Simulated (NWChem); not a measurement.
Species: TiF$_{6}$ (charge -2); SMILES [F][Ti-2]([F])([F])([F])([F])[F]

Results from NWChem. Sets without diffuse functions describe the anion's extra electron poorly. Coordinates come from a B3LYP/def2-SVPD optimisation. No frequency run checked for a minimum. Level M06-2X/def2-SVP: energy and gradient on several grids; changes count from the extra-fine grid, which is no exact limit either.

| grid | size of the energy change (μHa) | largest change of a gradient component (μHa/bohr) | time, medium = 1 (rough) |
|---|---|---|---|
| xcoarse | 70000 | 1000 | about 1 |
| coarse | 3000 | 500 | about 1 |
| medium | 40 | 100 | about 1 |
| fine | 20 | 60 | about 1 |
| xfine | < 10 | < 30 | 2 |
